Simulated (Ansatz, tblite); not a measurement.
Cost and result up the ladder for Se(CN)2 (C₂SeN₂) (5 atoms). Total charge 0; singlet. Geometry: PBE0-D4/def2-SVP.

```xyz
5

Se   -1.247    0.174    0.034
C    -0.197   -1.257    0.513
N     0.386   -2.204    0.840
C     0.128    1.266   -0.512
N     0.931    2.020   -0.876
```

Ansatz on 4 threads of Arm Neoverse V1 on a shared host; xTB runs through tblite on one thread. Times are rough, summed over both states, and most runs start from the orbitals of an earlier one. PBE0-D4/def2-TZVP serves as the yardstick here, not as an exact answer. The other state is a doublet.

The xTB rows come from tblite.

Raw xTB energies of ions are shifted by several eV.

```csv
level,functions,wall time
GFN2-xTB,25,0.006 s
GFN1-xTB,25,0.007 s
PBE-D4/def2-TZVP,172,3.5 s
PBE0-D4/def2-TZVP,172,5.3 s
r2SCAN-D4/def2-TZVP,172,7.9 s
```

Problem. Estimate what each level gives for the vertical IE (eV).

Solution. 
```tsv
level	vertical IE (eV)	difference from PBE0-D4/def2-TZVP (eV)
GFN2-xTB	14.96	4.19
GFN1-xTB	16.00	5.23
PBE-D4/def2-TZVP	10.53	-0.24
PBE0-D4/def2-TZVP	10.77	0.00
r2SCAN-D4/def2-TZVP	10.66	-0.11
```
